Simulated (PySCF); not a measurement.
Working out the ionisation energy of Ti⁺

Ti⁺ [Ar] 3d2 4s1 (4F) → Ti²⁺ [Ar] 3d2 (3F). Calculation: PySCF 2.14, in def2-TZVP; no relativity, point nucleus. Frozen: [Ar]. Energies in hartree (1 hartree = 27.21139 eV):

```tsv
part	Ti⁺ (lower)	Ti²⁺ (upper)
UHF	-848.191411	-847.718813
MP2 opposite-spin	0.000000	0.000000
MP2 same-spin	-0.008704	-0.003431
```

Task: What does Hartree-Fock give?

Result: (-847.718813) − (-848.191411) = 0.472598 hartree = 12.860 eV.

Task: What do MP2 and SCS-MP2 (6/5 opposite-spin, 1/3 same-spin) give?

Result: The opposite-spin parts differ by 0.000 eV and the same-spin parts by 0.143 eV. MP2: 12.860 + (0.000) + (0.143) = 13.003 eV. SCS-MP2: 12.860 + 1.2 × (0.000) + (0.143)/3 = 12.908 eV.

Reference: 13.575 eV (measured; NIST Atomic Spectra Database, ionization energies), between the lowest levels; spin-orbit coupling is absent from the calculation.

The calculation is non-relativistic.

What remains against the reference includes basis incompleteness, the frozen core and correlation beyond second order.
